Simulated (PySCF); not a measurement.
PySCF input file for bromotrifluoromethane (CBrF3), SMILES FC(F)(F)Br, HF/pcSseg-1. Geometry: B3LYP-D3(BJ)/def2-SVP.

```python
import numpy as np
from pyscf import gto, scf, dft
from pyscf.prop.nmr import rhf as nmr

mol = gto.M(
    atom='''
    F    -1.07839088   -0.62260927   -1.27662673
    C    -0.00000000    0.00000000   -0.82326384
    F    -0.00000000    1.24521853   -1.27662673
    F     1.07839088   -0.62260927   -1.27662674
    Br    0.00000000   -0.00000000    1.12595728
    ''',
    basis='pcSseg-1',
    charge=0,
    spin=0,
    max_memory=1600,
    verbose=3,
)
mf = scf.RHF(mol)
mf.conv_tol = 1e-10
mf.max_cycle = 100
mf.kernel()
n = nmr.NMR(mf)
n.verbose = 2
n.max_cycle_cphf = 60
sigma = n.kernel()
print('atom   isotropic/ppm   span/ppm')
for i, s in enumerate(sigma):
    w = np.linalg.eigvalsh((s + s.T) / 2)
    print(f'{mol.atom_symbol(i):2s}{i + 1:3d} {w.mean():14.3f} {w[2] - w[0]:11.3f}')
```

It prints:

```
converged SCF energy = -2908.2491058534
atom   isotropic/ppm   span/ppm
F   1        243.296     171.509
C   2         68.139      23.560
F   3        243.296     171.509
F   4        243.296     171.509
Br  5       1860.240    1762.247
```

The run converged.

Cost: around 10 core-seconds (rough).
